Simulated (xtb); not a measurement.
Si(F)(I)(Me)2 (C2H6FISi), SMILES [Si](I)(C)(C)F. All values are semi-empirical tight-binding results from xtb (GFN2-xTB unless named), good for trends rather than for accurate numbers. Geometry optimised at GFN2-xTB.

```yaml
point_group_as_xtb_finds_it: Cs
orbital_gap: 5.92 eV
zero_point_energy: 48.5 kcal/mol
G − E(el) at 298.15 K (modified RRHO): 26.7 kcal/mol
static polarisability (D4 model): 88.3 bohr³
solvation energy, GFN2-xTB/ALPB(water): -2.3 kcal/mol
solvation energy, GFN2-xTB/ALPB(chcl3): -7.2 kcal/mol
```
